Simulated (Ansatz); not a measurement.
Molecule: 2-fluoro-1-methylpyrrole, C5H6FN, charge 0, multiplicity 1. SMILES: n1(c(ccc1)F)C
Geometry: optimised at B3LYP-D3(BJ)/def2-TZVP (Ansatz, a program for electronic structure).

Computed values are from Ansatz. Cores are frozen in the correlated levels unless marked. Open shells are spin-unrestricted. No spin-orbit coupling. Non-relativistic. CBS marks a two-point X^-3 extrapolation of the correlation energy; Hartree-Fock from the larger set. The bracket is a focal-point correction in the basis named.

### Question
What is the atomisation energy De at CCSD(T)/CBS(cc-pVTZ,cc-pVQZ)?

### Answer
1363.5 kcal/mol.

### Question
What is the dipole moment at CCSD(T)/aug-cc-pVDZ?

### Answer
2.09 D.

### Question
What is the total energy at CCSD(T)/CBS(cc-pVTZ,cc-pVQZ)?

### Answer
-348.3161 Eh.

### Question
What is the vertical ionisation energy (to the doublet) at RI-MP2/CBS(aug-cc-pVTZ,aug-cc-pVQZ)+[CCSD(T)-MP2]/aug-cc-pVTZ?

### Answer
8.30 eV.

### Question
What is the T1 diagnostic at CCSD/cc-pVQZ?

### Answer
0.011.
